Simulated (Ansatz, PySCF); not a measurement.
Noncovalent pair: CH4O (SMILES CO) (first 6 atoms) with H2 (SMILES [H][H]); geometry from B3LYP-D3(BJ)/def2-TZVP, rigid monomers moved along the line of their centres of mass till O2···H7 is 2.29 Å.
(charge 0, multiplicity 1):
| atom | x (Å) | y (Å) | z (Å) |
|---|---|---|---|
| C | 0.6856 | 0.3495 | -0.3547 |
| O | -0.6614 | 0.2028 | 0.0765 |
| H | 1.3729 | -0.2815 | 0.2193 |
| H | 0.9563 | 1.3913 | -0.1904 |
| H | 0.8022 | 0.1252 | -1.4204 |
| H | -0.9365 | -0.7074 | -0.0722 |
| H | -0.2087 | -0.1596 | 2.2957 |
| H | 0.0608 | -0.3990 | 2.9490 |

Monomers are frozen at their geometry in the pair; levels with a basis set take the counterpoise correction. Rows marked so take none.

Correlated levels freeze the cores. CBS(a, b) extrapolates the correlation energy as X⁻³ and adds the Hartree–Fock energy of set b. Rows in 3-21G, 6-311+G** carry no dispersion term and start afresh at each structure.

The values were computed with Ansatz (a program for electronic structure) with Gaussian orbitals; PySCF for 3-21G rows, 6-311+G** rows, the dispersion terms. Each number belongs to the level named beside it.

| level | interaction energy (kcal/mol) |
|---|---|
| HF/3-21G (no counterpoise) | -1.99 |
| HF/aug-cc-pVDZ | 0.96 |
| PBE-D4/def2-TZVPPD | -0.75 |
| r2SCAN-D3(BJ)/def2-TZVPPD | -0.39 |
| B3LYP/6-311+G** (no counterpoise) | 0.09 |
| B3LYP-D3(BJ)/def2-TZVPPD | -0.46 |
| SCS-MP2/aug-cc-pVDZ | (withheld) |
| CCSD/aug-cc-pVTZ | (withheld) |
| CCSD(T)/CBS(aug-cc-pVDZ, aug-cc-pVTZ) | -0.44 |

Fill in the missing entries.


- SCS-MP2/aug-cc-pVDZ, interaction energy (kcal/mol): 0.28
- CCSD/aug-cc-pVTZ, interaction energy (kcal/mol): -0.14
